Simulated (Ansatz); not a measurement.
Consider the ligand exchange at the Si–C bond: `CCC[SiH2]O` + `NC=O` → `O=CN[SiH2]O` + propane.

Isolated molecules relaxed with PBE0-D4/def2-TZVP in Ansatz; ΔE leaves out vibrations. CBS: MP2 limit from def2 TZ/QZ plus the TZ coupled-cluster correction, frozen cores. This one scheme is used for every species. Functionals use def2-TZVPP. Each species was taken in one conformer, which may not be the lowest.

CCSD(T)/CBS gives -0.88 eV.

Another level gave -0.84 eV. Which?
A. ωB97X-V/def2-TZVPP
B. HF/def2-TZVPP
C. SCS-MP2/def2-TZVPP
D. PBE0-D4/def2-TZVPP

A. ωB97X-V -0.84, PBE0-D4 -0.78, SCS-MP2/def2-TZVPP -0.91, HF/def2-TZVPP -0.97 eV.

Largest T1 diagnostic among the species: 0.016.

In def2-TZVPP, CCSD(T) changes the Hartree–Fock value by +0.09 eV (the triples alone add +0.01 eV) and MP2 by +0.08 eV. From PBE to PBE0 (25 % exact exchange), in def2-TZVPP and without D4, ΔE moves by −0.03 eV.
